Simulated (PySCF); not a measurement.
CS2, singlet, at a GFN2-xTB geometry; R2SCAN/3-21G run with PySCF.

PySCF was given this input:
```python
from pyscf import gto, scf, dft

mol = gto.M(
    atom='''
S    -0.00000000   -0.00000000   -1.55012521
C     0.00000000    0.00000000    0.00000000
S     0.00000000    0.00000000    1.55012521
''',
    basis='3-21g',
    verbose=4,
    symmetry=True,
    symmetry_subgroup='D2h',
)

mf = dft.RKS(mol)
mf.xc = 'r2scan'
mf.kernel()
mf.analyze()
```

Q: Predict the main parts of the log of this PySCF run.

A: 
```
PySCF version 2.14.0

[INPUT] verbose = 4
[INPUT] num. atoms = 3
[INPUT] num. electrons = 38
[INPUT] charge = 0
[INPUT] spin (= nelec alpha-beta = 2S) = 0
[INPUT] symmetry True subgroup D2h
[INPUT] Mole.unit = angstrom
[INPUT] Symbol           X                Y                Z      unit          X                Y                Z       unit  Magmom
[INPUT]  1 S      0.000000000000   0.000000000000  -1.550125210000 AA    0.000000000000   0.000000000000  -2.929312105684 Bohr   0.0
[INPUT]  2 C      0.000000000000   0.000000000000   0.000000000000 AA    0.000000000000   0.000000000000   0.000000000000 Bohr   0.0
[INPUT]  3 S      0.000000000000   0.000000000000   1.550125210000 AA    0.000000000000   0.000000000000   2.929312105684 Bohr   0.0

nuclear repulsion = 109.240664174735
point group symmetry = Dooh, use subgroup D2h
symmetry origin: [0. 0. 0.]
symmetry axis x: [1. 0. 0.]
symmetry axis y: [0. 1. 0.]
symmetry axis z: [0. 0. 1.]
num. orbitals of irrep Ag = 10
num. orbitals of irrep B2g = 3
num. orbitals of irrep B3g = 3
num. orbitals of irrep B1u = 9
num. orbitals of irrep B2u = 5
num. orbitals of irrep B3u = 5
number of shells = 19
number of NR pGTOs = 69
number of NR cGTOs = 35
basis = 3-21g
ecp = {}

******** <class 'pyscf.dft.rks_symm.SymAdaptedRKS'> ********
method = SymAdaptedRKS
initial guess = minao
damping factor = 0
level_shift factor = 0
DIIS = <class 'pyscf.scf.diis.CDIIS'>
diis_start_cycle = 1
diis_space = 8
diis_damp = 0
SCF conv_tol = 1e-09
SCF conv_tol_grad = None
SCF max_cycles = 50
direct_scf = True
direct_scf_tol = 1e-13
XC library pyscf.dft.libxc version 7.1.2
    S. Lehtola, C. Steigemann, M. J. T. Oliveira, and M. A. L. Marques,  SoftwareX 7, 1–5 (2018)
XC functionals = r2scan
    J. W. Furness, A. D. Kaplan, J. Ning, J. P. Perdew, and J. Sun,  J. Phys. Chem. Lett. 11, 8208–8215 (2020)
    J. W. Furness, A. D. Kaplan, J. Ning, J. P. Perdew, and J. Sun,  J. Phys. Chem. Lett. 11, 9248–9248 (2020)
    J. W. Furness, A. D. Kaplan, J. Ning, J. P. Perdew, and J. Sun,  J. Phys. Chem. Lett. 11, 8208–8215 (2020)
    J. W. Furness, A. D. Kaplan, J. Ning, J. P. Perdew, and J. Sun,  J. Phys. Chem. Lett. 11, 9248–9248 (2020)
radial grids:
    Treutler-Ahlrichs [JCP 102, 346 (1995); DOI:10.1063/1.469408] (M4) radial grids

becke partition: Becke, JCP 88, 2547 (1988); DOI:10.1063/1.454033
pruning grids: <function nwchem_prune>
grids dens level: 3
symmetrized grids: True
atomic radii adjust function: <function treutler_atomic_radii_adjust>
small_rho_cutoff = 0
Freeze 0 electrons in irreps []
    38 free electrons in irreps Ag B2g B3g B1u B2u B3u
Set gradient conv threshold to 3.16228e-05
Initial guess from minao.
tot grids = 51880
init E= -830.128200652131
HOMO (B3g) = -0.286311886219864  LUMO (B3u) = -0.100511524239622  gap/eV = 5.05589
cycle= 1 E= -830.181020631306  delta_E= -0.0528  |g|= 0.225  |ddm|= 2.66
HOMO (B3g) = -0.260821870042099  LUMO (B3u) = -0.118411729434467  gap/eV = 3.87518
cycle= 2 E= -830.09395029832  delta_E= 0.0871  |g|= 0.613  |ddm|= 1.01
HOMO (B3g) = -0.264454588277177  LUMO (B3u) = -0.0926966946215415  gap/eV = 4.67377
cycle= 3 E= -830.196640342424  delta_E= -0.103  |g|= 0.0232  |ddm|= 0.616
HOMO (B3g) = -0.26616009563797  LUMO (B3u) = -0.0934529452740278  gap/eV = 4.69960
cycle= 4 E= -830.196813236314  delta_E= -0.000173  |g|= 0.00209  |ddm|= 0.0506
HOMO (B2g) = -0.26565109339053  LUMO (B2u) = -0.0929238544392383  gap/eV = 4.70015
cycle= 5 E= -830.196814356334  delta_E= -1.12e-06  |g|= 0.000292  |ddm|= 0.00353
HOMO (B2g) = -0.26571583116031  LUMO (B2u) = -0.0929924717471885  gap/eV = 4.70004
cycle= 6 E= -830.19681438759  delta_E= -3.13e-08  |g|= 1.43e-05  |ddm|= 0.0008
HOMO (B2g) = -0.265712658517499  LUMO (B2u) = -0.0929891703073397  gap/eV = 4.70005
cycle= 7 E= -830.196814387664  delta_E= -7.46e-11  |g|= 8.54e-07  |ddm|= 3.67e-05
HOMO (B3g) = -0.265712709958955  LUMO (B3u) = -0.0929890372295695  gap/eV = 4.70005
Extra cycle  E= -830.19681438766  delta_E= 3.87e-12  |g|= 2.21e-06  |ddm|= 2.99e-06
converged SCF energy = -830.19681438766
**** SCF Summaries ****
Total Energy =                        -830.196814387660311
Nuclear Repulsion Energy =             109.240664174734633
One-electron Energy =                -1362.353147642925023
Two-electron Energy =                  422.915669080530051
Two-electron Coulomb Energy =          479.424776123673666
DFT Exchange-Correlation Energy =      -56.509107043143615
HOMO-LUMO gap [eV] =                     4.700050533431453
Wave-function symmetry = Ag
occupancy for each irrep:     Ag  B2g  B3g  B1u  B2u  B3u
                               6    2    2    5    2    2
**** MO energy ****
MO #1 (B1u #1), energy= -87.9568529160293 occ= 2
MO #2 (Ag #1), energy= -87.9564394648375 occ= 2
MO #3 (Ag #2), energy= -10.1333367461868 occ= 2
MO #4 (B1u #2), energy= -7.84333021617045 occ= 2
MO #5 (Ag #3), energy= -7.84208161768583 occ= 2
MO #6 (B1u #3), energy= -5.79676448596634 occ= 2
MO #7 (Ag #4), energy= -5.7958496607103 occ= 2
MO #8 (B2g #1), energy= -5.78839130012063 occ= 2
MO #9 (B3g #1), energy= -5.78839130012064 occ= 2
MO #10 (B2u #1), energy= -5.78823783700939 occ= 2
MO #11 (B3u #1), energy= -5.78823783700938 occ= 2
MO #12 (Ag #5), energy= -0.859298032305507 occ= 2
MO #13 (B1u #4), energy= -0.769413823855056 occ= 2
MO #14 (Ag #6), energy= -0.479159669183024 occ= 2
MO #15 (B1u #5), energy= -0.407952024239279 occ= 2
MO #16 (B2u #2), energy= -0.386185138688947 occ= 2
MO #17 (B3u #2), energy= -0.386185138688946 occ= 2
MO #18 (B2g #2), energy= -0.265712709958955 occ= 2
MO #19 (B3g #2), energy= -0.265712709958955 occ= 2
MO #20 (B2u #3), energy= -0.0929890372295676 occ= 0
MO #21 (B3u #3), energy= -0.0929890372295695 occ= 0
MO #22 (Ag #7), energy= 0.0475432474033763 occ= 0
MO #23 (B1u #6), energy= 0.162845739322116 occ= 0
MO #24 (Ag #8), energy= 0.287443422933711 occ= 0
MO #25 (B1u #7), energy= 0.426549080085726 occ= 0
MO #26 (B2u #4), energy= 0.46913016419458 occ= 0
MO #27 (B3u #4), energy= 0.469130164194597 occ= 0
 ** Mulliken pop on meta-lowdin orthogonal AOs  **
 ** Mulliken pop  **
pop of  0 S 1s            1.99999
pop of  0 S 2s            1.99964
pop of  0 S 3s            1.76233
pop of  0 S 4s            0.01668
pop of  0 S 2px           1.99979
pop of  0 S 2py           1.99979
pop of  0 S 2pz           1.99946
pop of  0 S 3px           1.50738
pop of  0 S 3py           1.50738
pop of  0 S 3pz           1.07996
pop of  0 S 4px           0.00268
pop of  0 S 4py           0.00268
pop of  0 S 4pz           0.02231
pop of  1 C 1s            1.99954
pop of  1 C 2s            1.10278
pop of  1 C 3s            0.00208
pop of  1 C 2px           0.98019
pop of  1 C 2py           0.98019
pop of  1 C 2pz           1.13199
pop of  1 C 3px           0.00010
pop of  1 C 3py           0.00010
pop of  1 C 3pz           0.00284
pop of  2 S 1s            1.99999
pop of  2 S 2s            1.99964
pop of  2 S 3s            1.76233
pop of  2 S 4s            0.01668
pop of  2 S 2px           1.99979
pop of  2 S 2py           1.99979
pop of  2 S 2pz           1.99946
pop of  2 S 3px           1.50738
pop of  2 S 3py           1.50738
pop of  2 S 3pz           1.07996
pop of  2 S 4px           0.00268
pop of  2 S 4py           0.00268
pop of  2 S 4pz           0.02231
 ** Mulliken atomic charges  **
charge of    0S =      0.09991
charge of    1C =     -0.19983
charge of    2S =      0.09991
Dipole moment(X, Y, Z, Debye):  0.00000,  0.00000, -0.00000
```
